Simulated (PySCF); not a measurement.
A structure optimised at B3LYP-D3(BJ)/def2-SVP, used in a PySCF frequency run:

```xyz
8

Al     0.6792    -0.5165     0.0000
F      2.3329    -0.5058     0.0000
Br    -0.4293     1.4316     0.0000
O     -0.1129    -1.9937     0.0000
C     -1.4224    -2.4925     0.0000
H     -1.5903    -3.1216    -0.8914
H     -1.5903    -3.1216     0.8914
H     -2.1828    -1.6898     0.0000
```

Question: Write its SMILES, formula and point group.

Answer: C[O][Al]([F])[Br], CH3AlBrFO, Cs

Question: What are its rotational constants (standard atomic weights)?

Answer: 3.0863, 1.4950, 1.0136 GHz
